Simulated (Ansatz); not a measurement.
Reaction (ligand exchange at a B–O bond): `OBCBr` + CH₃NH₂ → `CNBCBr` + H₂O

Program: Ansatz. Geometries: PBE0-D4/def2-TZVP. ΔE: electronic, gas phase. CCSD(T)/CBS adds triple-zeta CCSD(T) − MP2 to the extrapolated MP2 energy (def2 sets, frozen cores). This one scheme is used for every species. DFT in def2-TZVPP. For Br outer-core shells are correlated without core-valence functions, which leaves a few kJ/mol of doubt a bond. Scalar relativity is left out up to krypton. One conformer a species, not always the lowest.

`OBCBr`:

Cartesian coordinates in Å:
```
O -1.025 -1.153 0.537
B -0.500 -0.228 -0.297
C 0.947 0.294 0.005
Br 0.574 2.068 0.750
H -1.931 -1.387 0.325
H -1.131 0.196 -1.226
H 1.576 0.467 -0.866
H 1.490 -0.255 0.771
```

CH₃NH₂:

Z-matrix (Å, degrees):
```
C
N 1 1.453
H 1 1.092 2 109.4
H 1 1.100 2 115.4 3 -121.6
H 1 1.092 2 109.4 3 116.8
H 2 1.012 1 110.6 3 62.6
H 2 1.012 1 110.6 3 -179.3
```

`CNBCBr`:

```xyz
12

C     0.773   -1.291   -0.618
N     0.876    0.149   -0.625
B     0.023    1.085   -0.059
C    -1.310    0.685    0.684
Br   -0.807    0.476    2.569
H     0.729   -1.695   -1.634
H     1.625   -1.745   -0.105
H    -0.129   -1.599   -0.091
H     1.720    0.490   -1.057
H     0.336    2.239   -0.138
H    -1.769   -0.260    0.397
H    -2.067    1.465    0.677
```

H₂O:

Cartesian coordinates in Å:
```
O 0.280 -0.268 -0.042
H -0.300 0.082 -0.722
H 0.021 0.186 0.763
```

```csv
level,ΔE (kJ/mol)
PBE-D4,-8.4
ωB97X-V,-2.8
ωB97M-V,-4.3
HF/def2-QZVPP,11.7
```

(1) What does CCSD(T)/CBS give? (An estimate is asked.)

Largest T1 diagnostic among the species: 0.010.

Answers

(1) Ansatz gave: -10.1 kJ/mol. The listed levels differ from it by 1.7, 7.3, 5.8, 21.8 kJ/mol.

The D4 term adds −8.1 kJ/mol with B3LYP and −4.8 kJ/mol with PBE0; it sums over pairs of atoms, weighted by their polarisabilities, and B3LYP, whose exchange is more repulsive, gets the larger term. In def2-TZVPP, CCSD(T) changes the Hartree–Fock value by −18.5 kJ/mol (the triples alone add −2.4 kJ/mol) and MP2 by −21.2 kJ/mol.

B3LYP here is the variant with VWN-RPA as its local correlation; programs differ in this.
